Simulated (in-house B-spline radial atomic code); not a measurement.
Ionisation energies along the 54-electron series, configuration [Kr] 4d10 4f6 5s2, as differences of self-consistent energies. NIST's values go from ground level to ground level; the uncertainty of those that are theory runs from under 0.1 % in few-electron ions to several per cent in heavy many-electron ones. Computed with a radial B-spline atomic code at the basis-set limit: non-relativistic Hartree-Fock, average of the configuration, point nuclei.

This level leaves out relativity, spin-orbit splitting included, which matters for heavy ions.

| ion | configuration after | ionisation energy (eV) | IE/(q+1)² (eV) | -ε less Coulomb ΔSCF (eV) | tabulated value (eV) | tabulated kind | computed minus tabulated (eV) |
| --- | --- | --- | --- | --- | --- | --- | --- |
| Tb11+ | [Kr] 4d10 4f5 5s2 | 208.74 | 1.4496 | - | 216 | tabulated theory | -7.26 |
| Dy12+ | [Kr] 4d10 4f6 5s1 | 233.38 | 1.381 | 0.28506 | 259 | tabulated theory | -25.62 |
| Ho13+ | [Kr] 4d10 4f6 5s1 | 260.04 | 1.3268 | 0.27578 | 284 | tabulated theory | -23.96 |
